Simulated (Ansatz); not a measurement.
Calculated with Ansatz (gas phase, PBE0-D4/def2-TZVP geometries, no zero-point term in ΔE). CCSD(T)/CBS is the MP2 limit (def2-TZVPP, def2-QZVPP) plus CCSD(T) − MP2 in def2-TZVPP, frozen cores. This one scheme is used for every species. Functionals use def2-TZVPP. B3LYP here is the variant with VWN-RPA as its local correlation; programs differ in this. For Br outer-core shells are correlated without core-valence functions, which leaves a few kJ/mol of doubt a bond. Scalar relativity is left out up to krypton. Each species was taken in one conformer, which may not be the lowest.

`COB(F)Br` + H₂O → `COB(O)F` + HBr  (formal hydrolysis of a B–Br bond)

```json
{"level": "r2SCANh-D4", "ΔE (kcal/mol)": "-13.0"}
{"level": "B3LYP", "ΔE (kcal/mol)": "-14.5"}
```

**Question.** What does CCSD(T)/CBS give? (An estimate is asked.)

**Answer.** Ansatz gave: -11.6 kcal/mol. The listed levels differ from it by -1.4, -2.9 kcal/mol.

Largest T1 diagnostic among the species: 0.012.

From BLYP to BHLYP (50 % exact exchange), in def2-TZVPP and without D4, ΔE moves by −2.0 kcal/mol. The D4 term adds +1.1 kcal/mol with B3LYP and +0.6 kcal/mol with PBE0; it sums over pairs of atoms, weighted by their polarisabilities, and B3LYP, whose exchange is more repulsive, gets the larger term. In def2-TZVPP, CCSD(T) changes the Hartree–Fock value by +4.3 kcal/mol (the triples alone add +0.9 kcal/mol) and MP2 by +6.0 kcal/mol.
